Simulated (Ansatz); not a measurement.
Cd₅O₅, relaxed as a singlet with RKS PBE0-D4/def2-SVP in Ansatz, starting from the GFN1-xTB geometry. Force threshold 0.02 eV/Å.

In the def2 sets Cd takes a core potential; there is no spin–orbit coupling. The structure holds 3 bonds between oxygen atoms, so isomers without such links may lie far lower. The restricted singlet is unstable towards broken spin symmetry in Hartree–Fock (as tested in another run); at PBE0-D4/def2-SVP this wasn't settled. Another isomer (singlet) lies 3.22 eV lower at PBE0-D4/def2-TZVP; other spin states weren't run for this one.

Start:

Cartesian coordinates in Å:
```
Cd -1.4539 0.0182 0.6545
Cd 1.7498 3.0755 0.4533
Cd -3.0934 -1.3668 -0.9598
Cd 2.6913 0.3021 1.4675
Cd -0.0610 1.6372 2.3996
O -0.2054 -2.1017 -0.6690
O -0.4784 0.9437 -0.9676
O 0.2856 -1.0213 -1.7685
O -0.0518 -1.5631 0.5226
O 0.6172 0.0761 -1.1327
```

```json
{"step": "1", "energy (eV)": "-33028.4588", "largest force component (eV/Å)": "0.988", "SCF passes": "23"}
{"step": "2", "energy (eV)": "-33028.6845", "largest force component (eV/Å)": "0.787", "SCF passes": "28"}
{"step": "3", "energy (eV)": "-33028.8333", "largest force component (eV/Å)": "0.693", "SCF passes": "30"}
{"step": "4", "energy (eV)": "-33028.9387", "largest force component (eV/Å)": "0.489", "SCF passes": "30"}
{"step": "5", "energy (eV)": "-33028.9961", "largest force component (eV/Å)": "0.438", "SCF passes": "30"}
{"step": "6", "energy (eV)": "-33029.0334", "largest force component (eV/Å)": "0.476", "SCF passes": "31"}
{"step": "7", "energy (eV)": "-33029.0435", "largest force component (eV/Å)": "0.433", "SCF passes": "30"}
{"step": "8", "energy (eV)": "-33029.0775", "largest force component (eV/Å)": "0.633", "SCF passes": "31"}
{"step": "9", "energy (eV)": "-33029.0837", "largest force component (eV/Å)": "0.251", "SCF passes": "30"}
{"step": "10", "energy (eV)": "-33029.1258", "largest force component (eV/Å)": "0.247", "SCF passes": "32"}
{"step": "11 (rejected)", "energy (eV)": "-33029.1061", "largest force component (eV/Å)": "0.484", "SCF passes": "32"}
{"step": "12", "energy (eV)": "-33029.1359", "largest force component (eV/Å)": "0.073", "SCF passes": "32"}
{"step": "13", "energy (eV)": "-33029.1373", "largest force component (eV/Å)": "0.110", "SCF passes": "32"}
{"step": "14", "energy (eV)": "-33029.1389", "largest force component (eV/Å)": "0.115", "SCF passes": "32"}
{"step": "15", "energy (eV)": "-33029.1403", "largest force component (eV/Å)": "0.094", "SCF passes": "33"}
{"step": "16", "energy (eV)": "-33029.1425", "largest force component (eV/Å)": "0.059", "SCF passes": "33"}
{"step": "17", "energy (eV)": "-33029.1441", "largest force component (eV/Å)": "0.041", "SCF passes": "33"}
{"step": "18", "energy (eV)": "-33029.1458", "largest force component (eV/Å)": "0.041", "SCF passes": "33"}
{"step": "19", "energy (eV)": "-33029.1468", "largest force component (eV/Å)": "0.046", "SCF passes": "32"}
{"step": "20", "energy (eV)": "-33029.1472", "largest force component (eV/Å)": "0.022", "SCF passes": "33"}
{"step": "21", "energy (eV)": "-33029.1472", "largest force component (eV/Å)": "0.037", "SCF passes": "34"}
{"step": "22", "energy (eV)": "-33029.1473", "largest force component (eV/Å)": "0.032", "SCF passes": "34"}
{"step": "23", "energy (eV)": "-33029.1473", "largest force component (eV/Å)": "0.031", "SCF passes": "21"}
{"step": "24 (rejected)", "energy (eV)": "-33029.1137", "largest force component (eV/Å)": "0.392", "SCF passes": "33"}
{"step": "25", "energy (eV)": "-33029.1475", "largest force component (eV/Å)": "0.010", "SCF passes": "34"}
```

Force components are those of the run's own axes.

End:

```
atom   x (Å)   y (Å)   z (Å)
 Cd1  -0.887  -0.101   1.294
 Cd2   1.210   2.963   0.053
 Cd3  -2.500  -0.748  -0.907
 Cd4   2.271  -0.357   1.361
 Cd5  -0.540   2.359   2.633
  O6  -0.343  -2.172  -0.819
  O7  -0.354   0.858  -0.772
  O8   0.263  -0.923  -1.964
  O9   0.176  -1.872   0.316
 O10   0.705  -0.007  -1.195
```

Bonds lost: Cd2–Cd4, Cd4–Cd5 (atoms count from 1). Bonds formed: Cd1–Cd4 (atoms count from 1).

No frequencies were taken in this run, so the end may be a saddle point.

Hardware: 4 threads of Intel Xeon 6975P-C on a shared host. Wall time 2.5 min, peak host memory 0.97 GiB.
